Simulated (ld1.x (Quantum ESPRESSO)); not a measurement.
## Building the TM potential for vanadium (PBEsol, fully relativistic).

- Element: V
- Generator: ld1.x (Quantum ESPRESSO) 7.5
- Type: norm-conserving Troullier–Martins (Kleinman–Bylander form)
- Functional: PBEsol
- Relativity: fully relativistic
- Frozen core: [Ne] 3s2
- Valence charge: 11
- Reference configuration: 3p6 3d3 4s1.5 4p0 (charge +0.5)
- Partial waves: 4s (bound): rc 2.90 bohr; 3p (bound): rc 1.20 bohr; 3d (bound): rc 1.25 bohr
- Local potential: all-electron potential smoothed inside 1.30 bohr (lloc = -1)
- Core correction: Bessel-smoothed model core inside 1.20 bohr

Open shells are filled in proportion to 2j + 1 (rel_dist='average').

* Cutoffs needed: 120 Ry and 140 Ry (the cutoffs (Ry, on a coarse ladder) from which the occupation-weighted sum of valence levels, in a spherical-Bessel basis at the reference potential, stays within 10 and 1 mRy of its value at 400 Ry)
* Ghost test: ghost state, extra bound levels that the all-electron valence spectrum of the same l lacks: s at -80.0 eV; a true bound ghost makes a file unfit for plane-wave use (spherical-Bessel basis up to 400 Ry, 20 bohr box)
* Largest excitation error: -118 meV (all-electron minus pseudo) for 3p5 3d3 4s2 4p0, out of 7 test configurations
